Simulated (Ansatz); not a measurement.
`O[Si]1(O[SiH3])CO1` at its PBE0-D4/def2-TZVP geometry, where that method's forces vanish. Total charge 0; spin multiplicity 1.

```csv
atom,x (Å),y (Å),z (Å)
O1,-1.017,0.860,-2.064
Si2,-0.449,0.577,-0.573
O3,0.155,-0.910,-0.619
Si4,0.761,-2.116,0.321
C5,0.021,1.811,0.635
O6,-1.307,1.070,0.726
H7,-1.532,1.661,-2.180
H8,-0.347,-2.983,0.789
H9,1.473,-1.540,1.491
H10,1.707,-2.901,-0.506
H11,-0.127,2.880,0.494
H12,0.661,1.591,1.487
```

(1) For each bond, give half the difference of the two atoms' forces along it (eV/Å; positive pushes the atoms apart) under PBE-D4, r2SCAN-D4, B3LYP-D4, ωB97M-V in def2-TZVPP. (Estimate.)

Answers

(1) Ansatz gave: 
| bond | length (Å) | PBE-D4 | r2SCAN-D4 | B3LYP-D4 | ωB97M-V |
| --- | --- | --- | --- | --- | --- |
| O1–Si2 | 1.620 | 0.20 | 0.04 | 0.06 | 0.07 |
| O1–H7 | 0.959 | 0.32 | 0.01 | -0.03 | -0.06 |
| Si2–O3 | 1.606 | 0.14 | 0.04 | 0.01 | 0.03 |
| Si2–C5 | 1.789 | 0.08 | 0.08 | 0.19 | 0.08 |
| Si2–O6 | 1.633 | 0.46 | 0.14 | 0.13 | 0.00 |
| O3–Si4 | 1.645 | 0.15 | 0.00 | 0.11 | 0.14 |
| Si4–H8 | 1.483 | 0.03 | -0.02 | -0.09 | -0.14 |
| Si4–H9 | 1.485 | 0.02 | -0.02 | -0.07 | -0.12 |
| Si4–H10 | 1.482 | 0.04 | -0.02 | -0.10 | -0.14 |
| C5–O6 | 1.523 | 0.56 | 0.42 | 0.42 | 0.22 |
| C5–H11 | 1.088 | 0.04 | -0.07 | -0.15 | -0.12 |
| C5–H12 | 1.088 | 0.03 | -0.08 | -0.15 | -0.12 |

B3LYP here is the variant with VWN-RPA as its local correlation; programs differ in this.
